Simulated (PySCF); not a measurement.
Predicted microwave data (PBE0/pcSseg-1 in PySCF (dipole) on a GFN2-xTB geometry, gas phase) for one isomer of C4H16Si3:

```
Rotational constants : A = 1441, B = 806.4, C = 544.3 MHz
Dipole components    : |μa| = 0.04 D, |μb| = 0.40 D, |μc| = 0.36 D
Inertial defect      : -49.05 u·Å²
κ                    : -0.42
```

Question: Which candidate fits, each taken in the one conformer that was computed?
A. `[CH3:1][SiH2:2][CH2:3][C@@H:4]([SiH3:5])[CH2:6][SiH3:7]` with C1–Si2–C3–C4 165°, Si2–C3–C4–Si5 64°, C3–C4–C6–Si7 63°
B. `[CH3:1][CH2:2][CH2:3][SiH2:4][Si@H:5]([CH3:6])[SiH3:7]` with C1–C2–C3–Si4 -179°, C2–C3–Si4–Si5 -175°, C3–Si4–Si5–C6 -178°

Answer: A. It is C[SiH2]C[C@@H]([SiH3])C[SiH3], an asymmetric top, point group C1. The candidates at the same level (rigid rotor, commonest isotopes):

```json
{"SMILES": "C[SiH2]C[C@@H]([SiH3])C[SiH3]", "A (MHz)": "1441", "B (MHz)": "806.4", "C (MHz)": "544.3", "μa (D)": "0.04", "μb (D)": "0.40", "μc (D)": "0.36", "Δ (u·Å²)": "-49.05", "point group": "C1", "rotor": "asymmetric top"}
{"SMILES": "CCC[SiH2][Si@H](C)[SiH3]", "A (MHz)": "2152", "B (MHz)": "576.0", "C (MHz)": "480.2", "μa (D)": "0.20", "μb (D)": "0.32", "μc (D)": "0.14", "Δ (u·Å²)": "-59.80", "point group": "C1", "rotor": "asymmetric top"}
```

`CCC[SiH2][Si@H](C)[SiH3]` has A 49 % too high. No structure here is proved a minimum.
